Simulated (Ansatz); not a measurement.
C₃H₅, doublet (typed; the unrestricted solution is spin-contaminated), at a GFN2-xTB geometry. Base run: HF/def2-SV(P) run with Ansatz (an electronic-structure program).

Geometry (Å):
```xyz
8

C      1.3252     0.1800    -0.0095
C      0.0610     0.4414    -0.0160
H      2.2565     0.6936    -0.0301
H     -0.3112     1.4757    -0.0524
C     -1.0459    -0.5728     0.0230
H     -0.6425    -1.5806     0.0584
H     -1.6701    -0.4082     0.9006
H     -1.6741    -0.4716    -0.8613
```
Charge 0, spin multiplicity 2.
Orbitals are unrestricted.
All else is at Ansatz's defaults.
Base energy -116.32881 Eh.

Variants of this job, named by their change:

| change | ΔE vs base (mEh) |
|---|---|
| base | 0.000 |
| point_charge = charge:0.5 position_ang:-0.5604, -3.6631, -4.2108 | -0.816 |
| lower_state_search = off | 0.000 |
| fitting.mean_field = cc-pVTZ-JKFIT | 0.014 |
| forces = on | 0.000 |
| lower_state_search = full | 0.000 |
| nuclear_model = gaussian | 0.009 |
| point_charge = charge:1.0 position_ang:-3.9489, 0.3689, 4.1177 | -0.369 |
| accuracy = high | 0.000 |
| lower_state_search = light | 0.000 |
| point_charge = charge:-1.0 position_ang:3.9547, -2.6747, -2.5873 | 1.136 |
